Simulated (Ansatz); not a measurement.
`C[SiH2][SiH](O)F` → `C[SiH](O)F` + `[SiH2]` at 400 K and 1 bar (silylene formation by 1,1-elimination).

Isolated molecules relaxed with PBE0-D4/def2-TZVP in Ansatz; ΔE leaves out vibrations. CCSD(T)/CBS adds triple-zeta CCSD(T) − MP2 to the extrapolated MP2 energy (def2 sets, frozen cores). This one scheme is used for every species. One conformer a species, not always the lowest.

| species | CCSD(T)/CBS energy (Eh) | H − E (kJ/mol) | S (J/(mol·K)) |
| --- | --- | --- | --- |
| `C[SiH2][SiH](O)F` | -795.51430 | 249.7 | 420.7 |
| `C[SiH](O)F` | -505.24344 | 193.1 | 344.5 |
| `[SiH2]` | -290.19011 | 44.2 | 218.1 |

H − E and S are ideal-gas, rigid-rotor, harmonic terms from PBE0-D4/def2-TZVP, for one conformer and one mirror image of each species. 1 Eh = 2625.50 kJ/mol, R = 8.31446 J/(mol·K).

By hand: ΔE, ΔH, ΔS and ΔG.

ΔE = (-505.24344) + (-290.19011) − (-795.51430) = 0.08075 Eh = 212.0 kJ/mol. Δ(H − E) = 193.1 + 44.2 − 249.7 = -12.4, so ΔH = 199.6 kJ/mol. ΔS = 344.5 + 218.1 − 420.7 = 141.9 J/(mol·K). ΔG = 199.6 − 400 × (141.9)/1000 = 142.8 kJ/mol.

By hand: the equilibrium constant, and the temperature at which ΔG would vanish if ΔH and ΔS stayed fixed.

log₁₀ K = −ΔG/(RT ln 10) = -18.6. ΔG = 0 at ΔH/ΔS = 1407 K.

The number of gas molecules changes by +1, which sets the sign of ΔS. A doubt of 5 kJ/mol in ΔE shifts log₁₀ K by 0.7 here. Other conformers and mirror images would add mixing entropy, several J/(mol·K) or more a flexible species. Modes under 60 cm⁻¹, often nearly free rotors, make the harmonic entropy too high. These are equilibria of isolated gas molecules and say nothing of rates. Largest T1 diagnostic: 0.014 (customary marks: 0.02 for closed shells, 0.045 for open ones).
